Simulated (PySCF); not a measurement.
How methods differ on the ionisation energy of Cu²⁵⁺

Cu²⁵⁺ [He] 2s2 (1S) → Cu²⁶⁺ [He] 2s1 (2S), as a difference of total energies. Calculation: PySCF 2.14, in an even-tempered Gaussian basis (19 s from 7 bohr⁻², ratio 2.2; 8 p from 11 bohr⁻², ratio 2.4; 5 d from 33 bohr⁻², ratio 2.4; 5 f from 49 bohr⁻², ratio 2.4; 4 g from 74 bohr⁻², ratio 2.4); the spin-free X2C one-electron Hamiltonian (Gaussian nucleus). Correlated levels: nothing frozen; virtual orbitals above 40 to 60 times the deepest correlated orbital energy dropped. The calculations carry no spin-orbit coupling.

```
                 method  ionisation energy (eV)
                    UHF                  2473.0
                    LDA                  2472.1
                    PBE                  2476.6
                   PBE0                  2476.0
                 r2SCAN                  2472.7
                  TPSSh                  2476.1
SCS-MP2 (all electrons)                  2478.8
```

**Question.** Estimate what M06 gives.

**Answer.** 2473.1 eV, closest to UHF among the rows shown.

**Question.** Estimate what MP2 (all electrons) gives.

**Answer.** 2477.9 eV, closest to SCS-MP2 (all electrons) among the rows shown.

For comparison: 2479.1 ± 2.2 eV (semi-empirical (NIST evaluation); NIST Atomic Spectra Database, ionization energies).
